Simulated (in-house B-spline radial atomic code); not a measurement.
## Solving the quasi-particle equation for 6s of neutral mercury

Configuration [Xe] 4f14 5d10 6s2, start PBE0; correlation leaves out the 10 deepest shells, empty levels kept to 600 hartree. Computed with a B-spline radial code for spherical atoms: all electrons, scalar-relativistic (spin-free one-electron X2C), finite nucleus, each spin shell either full or empty, empty states to l = 9 with an (l + 1/2)⁻⁴ tail; G0W0 by contour deformation at full frequency.

At the mean-field level ε = -7.538 eV the matrix elements are Σx = -13.953 eV, v_xc = -12.516 eV and Σc(ε) = -1.915 eV, and the slope of the correlation self-energy is dΣc/dω = -0.0840. The quasi-particle energy solves E = ε + Σx − v_xc + Σc(E).

(1) What does the linearised equation give?

(2) How does that compare with the full solution and with static screening?

## Answers

(1) Z = 1/(1 − dΣc/dω) = 1/1.0840 = 0.9225. The first-order shift is Σx − v_xc + Σc(ε) = -13.953 − (-12.516) + (-1.915) = -3.352 eV, so E ≈ ε + Z × shift = -7.538 + 0.9225 × (-3.352) = -10.630 eV.

(2) Solving the equation at full frequency dependence gives E = -10.609 eV, where Σc = -1.634 eV and the weight is 0.906; the linearised value is off by 22 meV. Leaving Z out would give -10.890 eV. Static COHSEX puts -3.589 eV in place of Σc and gives -12.564 eV, 1.96 eV deeper. The tabulated removal energy is 10.438 eV (NIST, measured); the run leaves out spin-orbit coupling, Breit and QED terms.
